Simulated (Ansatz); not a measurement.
`COB(S)S` and `SB(S)Br` differ in one atom or group.

Ansatz, PBE0-D4/def2-TZVP geometries, multiplicity 1. Each molecule was computed in one conformer, which needn't be the lowest.

Scalar relativity is left out up to krypton.

```tsv
property	`COB(S)S`
HOMO energy (B3LYP/def2-TZVPP) / eV	-7.07
HOMO energy (PBE0/def2-TZVPP) / eV	-7.33
size of the dipole moment (ωB97M-V/def2-TZVPP) / D	1.37
HOMO energy (PBE/def2-TZVPP) / eV	-6.12
LUMO energy (ωB97M-V/def2-TZVPP) / eV	1.94
LUMO energy (B3LYP/def2-TZVPP) / eV	-0.10
```

Give the same properties after the change, and the shifts. (Best estimate.)

Computed: 
| property | `SB(S)Br` | shift |
| --- | --- | --- |
| HOMO energy (B3LYP/def2-TZVPP) / eV | -7.54 | -0.47 |
| HOMO energy (PBE0/def2-TZVPP) / eV | -7.80 | -0.47 |
| size of the dipole moment (ωB97M-V/def2-TZVPP) / D | 1.19 | -0.18 |
| HOMO energy (PBE/def2-TZVPP) / eV | -6.61 | -0.49 |
| LUMO energy (ωB97M-V/def2-TZVPP) / eV | 0.89 | -1.05 |
| LUMO energy (B3LYP/def2-TZVPP) / eV | -1.28 | -1.18 |

With PBE0 the HOMO falls by 0.47 eV and the LUMO falls by 1.32 eV, so the gap narrows by about 0.85 eV. PBE moves the HOMO by -0.49 eV and ωB97M-V by -0.45 eV. Dipoles are sizes alone; their direction can turn.

B3LYP here is the variant with VWN-RPA as its local correlation; programs differ in this.

Spin–orbit coupling is left out; it splits and shifts lone-pair levels of the heavy atoms by tenths of an eV.
